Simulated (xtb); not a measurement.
OSn, charge -1, doublet, at a GFN2-xTB geometry (such geometries of metal compounds can be far from the true shape) (a state made from the parent by changing its charge; the spin is typed, not shown lowest).

Input for xtb:
```
$ xtb mol.xyz --gfn 2 --chrg -1 --uhf 1 --alpb acetonitrile --json

# file mol.xyz
2

Sn    -0.00000000    -0.00000000    -0.26680008
O      0.00000000     0.00000000     1.66750052
```

**Question.** What does this run give for the total energy, partial charges in atom order?

**Answer.** 
The total energy is -6.396650 Ha and the partial charges in atom order is Sn1 -0.08, O2 -0.92.
